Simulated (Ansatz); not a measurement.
Gas-phase electronic energies from Ansatz, PBE0-D4/def2-TZVP geometries. CCSD(T)/CBS is the MP2 limit (def2-TZVPP, def2-QZVPP) plus CCSD(T) − MP2 in def2-TZVPP, frozen cores. This one scheme is used for every species. Functionals use def2-TZVPP. B3LYP here is the variant with VWN-RPA as its local correlation; programs differ in this. For Ge outer-core shells are correlated without core-valence functions, which leaves a few kJ/mol of doubt a bond. Scalar relativity is left out up to krypton. Each species was taken in one conformer, which may not be the lowest.

`[CH3][GeH]([F])[GeH3]` + H₂O → `[CH3][GeH]([OH])[F]` + GeH₄  (formal hydrolysis of a Ge–Ge bond)

CCSD(T)/CBS gives -19.8 kJ/mol.

Another level gave -26.7 kJ/mol. Which?
A. HF/def2-TZVPP
B. B3LYP-D4/def2-TZVPP
C. CCSD/def2-TZVPP
D. PBE-D4/def2-TZVPP

C. CCSD/def2-TZVPP -26.7, HF/def2-TZVPP -43.7, PBE-D4 -11.6, B3LYP-D4 -20.5 kJ/mol.

Largest T1 diagnostic among the species: 0.012.

The D4 term adds +4.5 kJ/mol with B3LYP and +2.8 kJ/mol with PBE0; it sums over pairs of atoms, weighted by their polarisabilities, and B3LYP, whose exchange is more repulsive, gets the larger term. In def2-TZVPP, CCSD(T) changes the Hartree–Fock value by +17.9 kJ/mol (the triples alone add +0.9 kJ/mol) and MP2 by +17.2 kJ/mol.
